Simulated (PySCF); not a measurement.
Gas-phase reaction: 3 TiOCl₂ + O₃ → 3 TiO₂ + 3 Cl₂

Method: PySCF energies plus ideal-gas RRHO corrections (1 bar). The comparison is the NASA 1993 polynomial table, which mixes measured and estimated data. After a fit of one offset per element over all species, the range-separated, M06-2X, PBE0/def2-QZVP and CCSD(T)/def2-TZVPP enthalpies, where run, lie to one side of the table for TiOCl₂ (-50 kJ/mol), O₃ (+19 kJ/mol): a fault of the table's entry, another state or a shared error of the levels is possible; this was not checked at source. † marks an energy on the PBE0/def2-TZVP geometry and frequencies; other levels use their own. MP2 freezes the core. All species are closed-shell singlets. For this reaction the table lies outside the span of B3LYP, CCSD(T), M06-2X, MP2, PBE0, r2SCAN, ωB97M-V, ωB97X-V in their largest bases here; which side is off was not settled. MP2 isn't extrapolated to the basis-set limit. Strong static correlation: O₃. The table's entry may be an old estimate for TiOCl₂, TiO₂ (not checked at source).

MP2/def2-TZVPP† gives ΔH°(298 K) = 740.8 kJ.

What does PBE0/def2-TZVP give, and where does the table lie?

PBE0/def2-TZVP: 748.8 kJ. Table: 578.6 kJ.
